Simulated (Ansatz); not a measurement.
Geometry optimisation, RHF/def2-SVP in Ansatz.

The input (input.yaml):

```yaml
crystal:
  periodic: [false, false, false]
  atoms:
    - { symbol: B, position_ang: [0.0, 0.0, 0.0] }
    - { symbol: O, position_ang: [0.0, 0.0, 1.76] }
    - { symbol: H, position_ang: [-0.9095, -0.2814, 2.0971] }
    - { symbol: Cl, position_ang: [1.6108, 0.0, -0.93] }
    - { symbol: Cl, position_ang: [-1.6108, 0.0, -0.93] }
    - { symbol: F, position_ang: [0.3455, 1.498, 0.5108] }
    - { symbol: H, position_ang: [0.2403, 1.0418, 1.4702] }
basis:
  gaussian: { orbitals: def2-SVP }
hamiltonian:
  xc: hf
relax:
  f_tol: 0.15
  max_steps: 25
  restrain:
    - { distance: [0, 5], at: 2.52, k: 30.0 }
    - { distance: [6, 1], at: 2.21, k: 30.0 }
    - { distance: [0, 1], at: 1.41, k: 30.0 }
    - { distance: [6, 5], at: 0.92, k: 30.0 }
output:
  orbitals: {}
```

Launched with:

```bash
$ ansatz run input.yaml --threads 1 --pin off --max-ram 2048MiB --backend cpu --events-out ev --progress --plain --runs-dir out
```

Q: Where does it end, and by what steps?

A: It converged. The restraints hold the end off the free minimum. After 9 steps the energy has fallen by 3.380 eV (the restraints' own energy left out); H7 moved furthest, 0.75 Å. Parted: B1–F6 (1.62 → 2.53 Å), O2–H7 (1.11 → 2.21 Å).

| step | energy less start (eV) | largest force component (eV/Å) | accepted |
| --- | --- | --- | --- |
| 0 | 0.0000 | 5.017 | yes |
| 1 | -0.9457 | 3.611 | yes |
| 2 | -1.8729 | 3.553 | yes |
| 3 | -2.6858 | 1.540 | yes |
| 4 | -3.2073 | 1.356 | yes |
| 5 | -3.2225 | 1.297 | yes |
| 6 | -3.1474 | 2.016 | no |
| 7 | -3.3553 | 1.187 | yes |
| 8 | -3.3766 | 1.228 | yes |
| 9 | -3.3799 | 1.234 | yes |

```xyz
7
Properties=species:S:1:pos:R:3
B -0.061 -0.257 0.067
O -0.052 -0.404 1.428
H -0.919 -0.447 1.804
Cl 1.467 -0.342 -0.795
Cl -1.590 -0.157 -0.813
F 0.256 2.151 0.778
H 0.577 1.715 1.509
```

Time of the run: 19 s on 1 thread of Arm Neoverse V2, on a shared host, peak memory 0.17 GiB.
